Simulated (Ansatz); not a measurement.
## A basis-limit estimate, worked out

An elementary step of Si2H7ClOF2, singlet (Si₂H₄F₂ ([F][SiH]([F])[SiH3]) + HCl + H₂O → SiHClF₂ ([F][SiH]([F])[Cl]) + SiH₄ + H₂O; bonds formed: Si1–Cl7, Si2–H8, H6–O9; bonds broken: Si1–Si2, H6–Cl7, H8–O9). “Start” is the structure reached by relaxing down from the saddle towards the reactants; PBE0-D4/def2-TZVP structures. The saddle:

```
13
angstrom
Si -0.4935 1.0405 -0.6022
Si 0.8938 -1.0179 -0.8544
F -1.2921 0.3139 -1.8297
F -1.7509 1.1906 0.3993
H -0.0784 2.2483 -1.3269
H 0.0910 0.0986 2.0372
Cl 0.9758 1.6570 1.0811
H -0.2101 -0.6475 0.6253
O -0.4597 -0.7140 1.8302
H 1.9163 -1.4579 0.1284
H 0.2402 -2.1645 -1.5268
H 1.5477 -0.1333 -1.8596
H -1.3802 -0.4138 1.8979
```

Computed with Ansatz 0.2.0 (basis: def2-TZVPP and def2-QZVPP); correlated methods freeze the cores.

Energies in eV:

| quantity | saddle | start |
| --- | --- | --- |
| Hartree–Fock, triple zeta (X = 3) | -35793.38674 | -35796.09774 |
| Hartree–Fock, quadruple zeta (X = 4) | -35794.59301 | -35797.31086 |
| MP2 correlation, X = 3 | -34.27318 | -33.27858 |
| MP2 correlation, X = 4 | -37.33492 | -36.29537 |
| CCSD(T) correlation, X = 3 | -36.84684 | -35.95593 |

Task: Work out the barrier at the basis limit: extrapolate Hartree–Fock as E(X) = E∞ + A exp(−7.88 √X) and the MP2 correlation as E(X) = E∞ + B X^−2.97 (the exponents that Neese and Valeev fitted for def2-TZVPP and QZVPP), then add CCSD(T) − MP2 in triple zeta.

Result: Each step is linear, so take the differences first (saddle − start): Hartree–Fock 2.71100 (X = 3) and 2.71785 (X = 4); MP2 correlation -0.99460 and -1.03955; CCSD(T) correlation -0.89091.
Two points give E∞ = E(4) + w [E(4) − E(3)], with w = 1/(exp(7.88 (2 − √3)) − 1) = 0.1377 for Hartree–Fock and w = 1/((4/3)^2.97 − 1) = 0.7407 for the correlation.
Hartree–Fock: 2.71785 + 0.1377 × 0.00685 = 2.7188 eV.
MP2 correlation: -1.03955 + 0.7407 × (-0.04495) = -1.0728 eV.
CCSD(T) − MP2: -0.89091 − (-0.99460) = 0.1037 eV.
Sum: 2.7188 + (-1.0728) + 0.1037 = 1.7497 eV, or 40.35 kcal/mol. Plain CCSD(T) in triple zeta gives 1.8201 eV, so the larger basis shifts the result by -0.0704 eV.

The T1 diagnostic stays at or below 0.013.

Labels in which every atom is bracketed show which atoms are joined, not bond orders.

For scale, one of the runs: CCSD(T)/def2-TZVPP, 317 basis functions, launched by `ansatz run in.yaml --threads 4 --pin off --events-out ev --progress --plain --max-ram 66560MiB --backend cuda --devices 0, --max-vram 37GiB`. The run took 6.5 s on 4 CPU threads of an AMD EPYC 7R13 and a share of one NVIDIA H100 (shared host), with 0.83 GiB of host memory at its peak.
